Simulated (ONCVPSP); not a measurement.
**Building the ONCV potential for Co (Z = 27) (PBE, scalar-relativistic).**

The input file (ONCVPSP 4.0.1):

```
# ATOM AND REFERENCE CONFIGURATION
# atsym  z   nc   nv     iexc    psfile
  Co 27.00    3    4        4      upf
#
#   n    l    f
    1    0    2.00
    2    0    2.00
    2    1    6.00
    3    0    2.00
    3    1    6.00
    3    2    7.00
    4    0    2.00
#
# PSEUDOPOTENTIAL AND OPTIMIZATION
# lmax
    2
#
#   l,   rc,      ep,       ncon, nbas, qcut
    0    1.55    0.00    4    7    6.80
    1    1.10    0.00    4    8   10.40
    2    1.40    0.00    4    9   12.40
#
# LOCAL POTENTIAL
# lloc, lpopt,  rc(5),   dvloc0
    4    5    0.85    0.00
#
# VANDERBILT-KLEINMAN-BYLANDER PROJECTORs
# l, nproj, debl
    0    2    1.90
    1    2    2.90
    2    2    1.70
#
# MODEL CORE CHARGE
# icmod, fcfact, rcfact
    0    0.00    0.00
#
# LOG DERIVATIVE ANALYSIS
# epsh1, epsh2, depsh
   -5.00    5.00    0.04
#
# OUTPUT GRID
# rlmax, drl
    6.00    0.01
#
# TEST CONFIGURATIONS
# ncnf
    4
# nvcnf
#   n    l    f
    4
    3    0    2.00
    3    1    6.00
    3    2    7.00
    4    0    1.00
#
    4
    3    0    2.00
    3    1    6.00
    3    2    7.00
    4    0    0.00
#
    4
    3    0    2.00
    3    1    6.00
    3    2    6.00
    4    0    0.00
#
    5
    3    0    2.00
    3    1    6.00
    3    2    7.00
    4    0    0.00
    4    1    2.00
#
```

Command:

```bash
oncvpsp.x < Co.dat > Co.out
```

The program printed (shortened: citation, most of the input echo, consistency checks and plot data are left out):

```
ONCVPSP  (Optimized Norm-Conservinng Vanderbilt PSeudopotential)
scalar-relativistic version 4.0.1

#   n    l    f        energy (Ha)
    1    0    2.00    -2.7904129E+02
    2    0    2.00    -3.3037771E+01
    2    1    6.00    -2.8294827E+01
    3    0    2.00    -3.7633027E+00
    3    1    6.00    -2.4121014E+00
    3    2    7.00    -3.0149814E-01
    4    0    2.00    -2.0102196E-01

Reference configufation results
  iterations    28
  all-electron total energy (Ha)   -1.39314596D+03

Begin loop to  construct optimized pseudo wave functions
and semi-local pseudopoentials for all angular momenta

Calculating optimized projector #   1

 for l=   0

    Fraction of norm inside rc  0.984129
    Optimizing pswf for qcut=   6.80 a_B^-1,  ecut=  23.14 Ha
    Residual kinetic energy error=  9.49D-07 Ha

    Energy error per electron        Cutoff
         Ha          eV             Ha
         0.01000     0.27211       11.00
         0.00100     0.02721       14.42
         0.00010     0.00272       17.18
         0.00001     0.00027       19.57

Calculating optimized projector #   2

 for l=   0

    Fraction of norm inside rc  0.080212
    Optimizing pswf for qcut=   6.80 a_B^-1,  ecut=  23.14 Ha
    Residual kinetic energy error=  2.78D-05 Ha

    Energy error per electron        Cutoff
         Ha          eV             Ha
         0.01000     0.27211        7.64
         0.00100     0.02721       10.74
         0.00010     0.00272       14.54
         0.00001     0.00027       40.14

   Wellstate for l =  1  n =  4
     eigenvalue =   0.4879
     asymptotic potential =   0.9879
     half-point radius =  2.4968

Calculating optimized projector #   1

 for l=   1

    Fraction of norm inside rc  0.823714
    Optimizing pswf for qcut=  10.40 a_B^-1,  ecut=  54.11 Ha
    Residual kinetic energy error=  9.81D-07 Ha

    Energy error per electron        Cutoff
         Ha          eV             Ha
         0.01000     0.27211       29.27
         0.00100     0.02721       37.28
         0.00010     0.00272       44.00
         0.00001     0.00027       49.38

Calculating optimized projector #   2

 for l=   1

    Fraction of norm inside rc  0.062602
    Optimizing pswf for qcut=  10.40 a_B^-1,  ecut=  54.11 Ha
    Residual kinetic energy error=  9.96D-07 Ha

    Energy error per electron        Cutoff
         Ha          eV             Ha
         0.01000     0.27211       23.75
         0.00100     0.02721       32.40
         0.00010     0.00272       39.71
         0.00001     0.00027       45.65

   Wellstate for l =  2  n =  5
     eigenvalue =   1.3985
     asymptotic potential =   1.8985
     half-point radius =  4.3951

Calculating optimized projector #   1

 for l=   2

    Fraction of norm inside rc  0.773130
    Optimizing pswf for qcut=  12.40 a_B^-1,  ecut=  76.92 Ha
    Residual kinetic energy error=  3.83D-07 Ha

    Energy error per electron        Cutoff
         Ha          eV             Ha
         0.01000     0.27211       46.47
         0.00100     0.02721       55.62
         0.00010     0.00272       62.77
         0.00001     0.00027       68.50

Calculating optimized projector #   2

 for l=   2

    Fraction of norm inside rc  0.061291
    Optimizing pswf for qcut=  12.40 a_B^-1,  ecut=  76.92 Ha
    Residual kinetic energy error=  2.93D-07 Ha

    Energy error per electron        Cutoff
         Ha          eV             Ha
         0.01000     0.27211       41.72
         0.00100     0.02721       52.79
         0.00010     0.00272       61.76
         0.00001     0.00027       68.46

Construct Vanderbilt / Kleinmman-Bylander projectors

B matrix Hermiticity error, ll=   0
   1   2    3.5071E-04

  Orthonormal projector coefficients  1.1660E+01  1.7192E+00

B matrix Hermiticity error, ll=   1
   1   2    4.0037E-04

  Orthonormal projector coefficients  6.2704E+00  9.4968E-01

B matrix Hermiticity error, ll=   2
   1   2   -1.4326E-04

  Orthonormal projector coefficients -6.2036E+00 -2.3985E+00

Pseudoatom total energy -144.378130

Diagnostic tests using Vanderbilt-Kleinman-Bylander pseudopotentials
  1 or more projectors used as specified by nproj input data

   l    rcore       rmatch      e in        delta e   norm test  slope test

   0   1.5515998   1.5987097  -3.7633027   0.0000041   1.0002084   1.0001802
   0   1.5515998   1.5987097  -0.2010220   0.0000020   1.0000231   1.0000171

   1   1.1033030   1.1368017  -2.4121014  -0.0000092   1.0001699   1.0001974
   1   1.1033030   1.1368017   0.4878986   0.0000456   1.0003980   1.0003980

   2   1.4015675   1.4441222  -0.3014981  -0.0000035   1.0001081   1.0001175
   2   1.4015675   1.4441222   1.3985019   0.0000163   1.0002436   1.0002436

 Testing for bound ghosts
   n   l    E NL Schr. Eq   E Basis Diag.   E Cutoff

   1   0       -3.763299       -3.763296     79.38
   2   0       -0.201020       -0.142076     79.38

   2   1       -2.412111       -2.411909    249.02

   3   2       -0.301502       -0.298307    225.70

 Testing for highly-localized positive-energy ghosts
       l    <radius>/rc     E Basis Diag.   E Cutoff

Test configuration 0

   n   l     f        eae           eps        diff
   1   0  2.0000 -279.04129361
   2   0  2.0000  -33.03777093
   2   1  6.0000  -28.29482653
   3   0  2.0000   -3.76330270   -3.76329864    4.05D-06
   3   1  6.0000   -2.41210144   -2.41211063   -9.20D-06
   3   2  7.0000   -0.30149814   -0.30150162   -3.48D-06
   4   0  2.0000   -0.20102196   -0.20101995    2.01D-06

    Total energies and differences
      AE_ref= -1.39314596D+03  AE_tst= -1.39314596D+03  dif=  0.00D+00
      PS_ref= -1.44378130D+02  PS_tst= -1.44378130D+02  dif=  2.56D-13
      PSP excitation error= -2.56D-13

Test configuration 1

   n   l     f        eae           eps        diff
   1   0  2.0000 -279.36759378
   2   0  2.0000  -33.35691557
   2   1  6.0000  -28.61456758
   3   0  2.0000   -4.08745788   -4.08744042    1.75D-05
   3   1  6.0000   -2.73676600   -2.73683765   -7.17D-05
   3   2  7.0000   -0.62324404   -0.62353208   -2.88D-04
   4   0  1.0000   -0.46903058   -0.46894385    8.67D-05

    Total energies and differences
      AE_ref= -1.39314596D+03  AE_tst= -1.39281409D+03  dif=  3.32D-01
      PS_ref= -1.44378130D+02  PS_tst= -1.44046266D+02  dif=  3.32D-01
      PSP excitation error=  4.51D-06

Test configuration 2

   n   l     f        eae           eps        diff
   1   0  2.0000 -279.74961545
   2   0  2.0000  -33.72818336
   2   1  6.0000  -28.98672406
   3   0  2.0000   -4.46431717   -4.46452207   -2.05D-04
   3   1  6.0000   -3.11384592   -3.11416596   -3.20D-04
   3   2  7.0000   -0.99457889   -0.99534688   -7.68D-04

    Total energies and differences
      AE_ref= -1.39314596D+03  AE_tst= -1.39219723D+03  dif=  9.49D-01
      PS_ref= -1.44378130D+02  PS_tst= -1.43429508D+02  dif=  9.49D-01
      PSP excitation error=  1.03D-04

Test configuration 3

   n   l     f        eae           eps        diff
   1   0  2.0000 -280.48161099
   2   0  2.0000  -34.48219464
   2   1  6.0000  -29.73874515
   3   0  2.0000   -5.17238321   -5.17518512   -2.80D-03
   3   1  6.0000   -3.81319088   -3.81375501   -5.64D-04
   3   2  6.0000   -1.65982375   -1.65797788    1.85D-03

    Total energies and differences
      AE_ref= -1.39314596D+03  AE_tst= -1.39087905D+03  dif=  2.27D+00
      PS_ref= -1.44378130D+02  PS_tst= -1.42111410D+02  dif=  2.27D+00
      PSP excitation error=  1.91D-04

Test configuration 4

   n   l     f        eae           eps        diff
   1   0  2.0000 -279.16892947
   2   0  2.0000  -33.15807640
   2   1  6.0000  -28.41553983
   3   0  2.0000   -3.89053046   -3.89073686   -2.06D-04
   3   1  6.0000   -2.53962968   -2.53997173   -3.42D-04
   3   2  7.0000   -0.42460437   -0.42500526   -4.01D-04
   4   1  2.0000   -0.10258486   -0.10256943    1.54D-05

    Total energies and differences
      AE_ref= -1.39314596D+03  AE_tst= -1.39281598D+03  dif=  3.30D-01
      PS_ref= -1.44378130D+02  PS_tst= -1.44048187D+02  dif=  3.30D-01
      PSP excitation error=  2.74D-05
```

The run took about 4.2 s on one core of a shared server CPU.
